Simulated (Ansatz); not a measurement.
Born–Oppenheimer molecular dynamics of CH₅AlF₂O (10 atoms, charge 0, multiplicity 1). It starts at the highest image of a converged band. Of that band: The profile has 3 maxima (images 1, 3, 6) with wells between them (images 2, 5): this band takes more than one step, which may be the mechanism or a detour left from its start path. A vibrational analysis at the climbing image gives one clearly imaginary mode, 968i cm⁻¹: a first-order saddle point.

All numbers below come from Ansatz 0.2.0, RKS PBE-D4/def2-SVP.

```json
{"ensemble": "NVE (velocity Verlet)", "time step": "0.5 fs", "steps asked": "200", "starting velocities drawn for": "100 K", "seed": "11488"}
```

Frames 0.5 fs apart, positions in Å, forces in eV/Å.

Velocities at 60.0 fs (Å/ps):

```
Al -4.83 -2.55 2.75
O 1.60 -4.05 0.56
C -0.80 -9.29 -2.12
F -0.15 5.40 -3.09
F 5.48 3.35 0.51
H 21.47 34.50 -3.13
H 1.21 36.49 14.29
H 1.28 1.18 -12.93
H -12.11 12.35 -10.81
H 0.98 -6.09 3.87
```

```xyz
10
Properties=species:S:1:pos:R:3:forces:R:3 time_fs=60.0 energy_less_start_eV=-0.301 T=391
Al -0.054 1.069 0.844 1.00 -0.72 -0.16
O 0.420 -0.462 0.183 -0.88 -0.08 0.00
C -0.443 -1.425 -0.452 0.34 0.14 -0.25
F -1.180 2.055 0.154 -0.50 0.24 -0.22
F 0.770 1.655 2.166 -0.05 -0.05 0.03
H 2.169 2.291 -0.828 0.01 -0.14 -0.03
H 1.877 2.925 -0.510 -0.08 0.07 0.07
H -1.199 -0.936 -1.126 0.14 -0.13 0.23
H 0.152 -2.128 -1.118 -0.21 0.49 0.58
H -0.998 -2.048 0.303 0.24 0.19 -0.25
10
Properties=species:S:1:pos:R:3:forces:R:3 time_fs=60.5 energy_less_start_eV=-0.295 T=386
Al -0.057 1.067 0.845 1.02 -0.69 -0.15
O 0.421 -0.464 0.184 -0.91 -0.09 -0.01
C -0.443 -1.430 -0.453 0.18 0.41 -0.21
F -1.180 2.058 0.152 -0.45 0.20 -0.19
F 0.773 1.657 2.166 -0.10 -0.08 -0.03
H 2.179 2.308 -0.829 -0.10 0.10 0.09
H 1.877 2.943 -0.503 0.03 -0.17 -0.05
H -1.198 -0.936 -1.132 0.18 -0.19 0.34
H 0.145 -2.121 -1.123 -0.07 0.33 0.50
H -0.997 -2.051 0.305 0.24 0.19 -0.29
10
Properties=species:S:1:pos:R:3:forces:R:3 time_fs=61.0 energy_less_start_eV=-0.285 T=376
Al -0.059 1.066 0.847 1.03 -0.66 -0.15
O 0.421 -0.466 0.184 -0.95 -0.10 -0.02
C -0.444 -1.434 -0.455 0.02 0.71 -0.13
F -1.180 2.061 0.150 -0.41 0.15 -0.16
F 0.775 1.659 2.166 -0.14 -0.11 -0.09
H 2.190 2.326 -0.831 -0.20 0.30 0.19
H 1.878 2.961 -0.496 0.13 -0.37 -0.16
H -1.197 -0.936 -1.137 0.21 -0.23 0.43
H 0.139 -2.114 -1.127 0.08 0.14 0.38
H -0.995 -2.053 0.306 0.23 0.17 -0.30
10
Properties=species:S:1:pos:R:3:forces:R:3 time_fs=61.5 energy_less_start_eV=-0.272 T=363
Al -0.061 1.064 0.848 1.03 -0.62 -0.14
O 0.422 -0.468 0.184 -0.98 -0.10 -0.02
C -0.444 -1.439 -0.456 -0.11 1.00 -0.04
F -1.180 2.063 0.149 -0.36 0.10 -0.12
F 0.778 1.660 2.167 -0.19 -0.14 -0.15
H 2.200 2.344 -0.832 -0.28 0.45 0.28
H 1.879 2.978 -0.489 0.21 -0.52 -0.24
H -1.195 -0.936 -1.142 0.22 -0.26 0.49
H 0.133 -2.106 -1.129 0.25 -0.06 0.24
H -0.994 -2.055 0.306 0.20 0.14 -0.30
10
Properties=species:S:1:pos:R:3:forces:R:3 time_fs=62.0 energy_less_start_eV=-0.258 T=350
Al -0.063 1.063 0.849 1.04 -0.58 -0.14
O 0.422 -0.470 0.184 -1.00 -0.09 -0.02
C -0.444 -1.443 -0.457 -0.22 1.29 0.08
F -1.180 2.066 0.147 -0.30 0.05 -0.09
F 0.781 1.662 2.167 -0.23 -0.17 -0.21
H 2.209 2.363 -0.832 -0.33 0.52 0.32
H 1.880 2.994 -0.483 0.26 -0.59 -0.29
H -1.193 -0.938 -1.145 0.20 -0.27 0.53
H 0.127 -2.098 -1.131 0.43 -0.26 0.09
H -0.991 -2.057 0.305 0.17 0.10 -0.29
10
Properties=species:S:1:pos:R:3:forces:R:3 time_fs=62.5 energy_less_start_eV=-0.244 T=336
Al -0.065 1.061 0.851 1.04 -0.53 -0.14
O 0.422 -0.472 0.185 -1.02 -0.08 -0.01
C -0.445 -1.447 -0.458 -0.29 1.55 0.19
F -1.181 2.069 0.146 -0.25 0.00 -0.05
F 0.783 1.664 2.167 -0.27 -0.20 -0.26
H 2.218 2.383 -0.831 -0.34 0.52 0.33
H 1.882 3.009 -0.478 0.27 -0.59 -0.30
H -1.190 -0.940 -1.147 0.16 -0.26 0.54
H 0.122 -2.091 -1.133 0.59 -0.45 -0.05
H -0.988 -2.058 0.304 0.12 0.04 -0.25
10
Properties=species:S:1:pos:R:3:forces:R:3 time_fs=63.0 energy_less_start_eV=-0.232 T=325
Al -0.067 1.060 0.852 1.03 -0.48 -0.14
O 0.422 -0.474 0.185 -1.04 -0.06 -0.01
C -0.445 -1.450 -0.459 -0.31 1.76 0.29
F -1.181 2.072 0.144 -0.20 -0.06 -0.01
F 0.786 1.665 2.167 -0.31 -0.23 -0.31
H 2.226 2.405 -0.830 -0.30 0.45 0.30
H 1.885 3.022 -0.473 0.24 -0.52 -0.26
H -1.187 -0.942 -1.147 0.10 -0.24 0.53
H 0.119 -2.085 -1.135 0.72 -0.61 -0.18
H -0.985 -2.060 0.302 0.07 -0.02 -0.20
10
Properties=species:S:1:pos:R:3:forces:R:3 time_fs=63.5 energy_less_start_eV=-0.224 T=317
Al -0.069 1.058 0.853 1.03 -0.43 -0.15
O 0.422 -0.477 0.185 -1.06 -0.04 0.01
C -0.446 -1.454 -0.460 -0.26 1.90 0.36
F -1.181 2.074 0.142 -0.14 -0.11 0.03
F 0.788 1.667 2.167 -0.35 -0.26 -0.36
H 2.233 2.428 -0.828 -0.23 0.31 0.22
H 1.888 3.033 -0.469 0.17 -0.38 -0.19
H -1.183 -0.945 -1.147 0.02 -0.19 0.48
H 0.118 -2.080 -1.137 0.81 -0.72 -0.26
H -0.982 -2.061 0.300 0.02 -0.09 -0.14
10
Properties=species:S:1:pos:R:3:forces:R:3 time_fs=64.0 energy_less_start_eV=-0.217 T=310
Al -0.071 1.056 0.854 1.02 -0.37 -0.16
O 0.422 -0.479 0.186 -1.07 -0.02 0.02
C -0.446 -1.457 -0.461 -0.14 1.96 0.39
F -1.182 2.077 0.141 -0.08 -0.17 0.07
F 0.791 1.668 2.167 -0.38 -0.28 -0.41
H 2.239 2.451 -0.825 -0.13 0.13 0.11
H 1.891 3.044 -0.465 0.06 -0.19 -0.08
H -1.180 -0.949 -1.145 -0.08 -0.14 0.42
H 0.118 -2.077 -1.140 0.84 -0.76 -0.29
H -0.979 -2.062 0.297 -0.04 -0.16 -0.07
10
Properties=species:S:1:pos:R:3:forces:R:3 time_fs=64.5 energy_less_start_eV=-0.212 T=305
Al -0.072 1.055 0.856 1.00 -0.31 -0.16
O 0.421 -0.481 0.186 -1.08 0.01 0.03
C -0.447 -1.459 -0.462 0.04 1.94 0.37
F -1.182 2.080 0.139 -0.02 -0.23 0.11
F 0.793 1.670 2.167 -0.42 -0.31 -0.46
H 2.245 2.475 -0.823 0.00 -0.09 -0.02
H 1.895 3.054 -0.462 -0.06 0.03 0.06
H -1.177 -0.953 -1.142 -0.18 -0.07 0.33
H 0.120 -2.076 -1.144 0.81 -0.75 -0.25
H -0.976 -2.064 0.295 -0.09 -0.22 -0.01
10
Properties=species:S:1:pos:R:3:forces:R:3 time_fs=65.0 energy_less_start_eV=-0.207 T=300
Al -0.074 1.053 0.857 0.99 -0.25 -0.17
O 0.420 -0.483 0.186 -1.10 0.04 0.05
C -0.447 -1.461 -0.463 0.28 1.84 0.32
F -1.183 2.083 0.138 0.03 -0.29 0.15
F 0.796 1.671 2.167 -0.45 -0.33 -0.50
H 2.251 2.498 -0.820 0.14 -0.30 -0.16
H 1.899 3.065 -0.458 -0.20 0.24 0.19
H -1.174 -0.957 -1.139 -0.29 0.00 0.23
H 0.125 -2.077 -1.148 0.72 -0.67 -0.16
H -0.973 -2.067 0.292 -0.13 -0.28 0.05
10
Properties=species:S:1:pos:R:3:forces:R:3 time_fs=65.5 energy_less_start_eV=-0.202 T=296
Al -0.075 1.051 0.858 0.97 -0.18 -0.18
O 0.420 -0.485 0.186 -1.11 0.07 0.07
C -0.448 -1.463 -0.464 0.55 1.67 0.24
F -1.183 2.085 0.136 0.09 -0.35 0.19
F 0.798 1.673 2.167 -0.48 -0.36 -0.54
H 2.258 2.521 -0.818 0.25 -0.47 -0.28
H 1.902 3.076 -0.454 -0.31 0.41 0.31
H -1.172 -0.961 -1.135 -0.40 0.08 0.12
H 0.131 -2.079 -1.153 0.59 -0.55 -0.03
H -0.970 -2.070 0.289 -0.16 -0.32 0.10
```

Of the whole run (100 fs, mean temperature of the second half 325 K): The conserved energy stayed within 0.068 meV per atom of its start (net change 0.02 meV per atom), so the integration is sound. The system heated up, since it started high on the potential surface and ran downhill. A run of 0.1 ps of so small a system gives no equilibrium averages. The orbitals stay closed-shell, which can raise the energy where a bond breaks towards radicals; this wasn't checked here.

Run time: 5.4 min on 2 threads of Arm Neoverse V1, with other jobs on the host, peak memory 0.13 GiB.
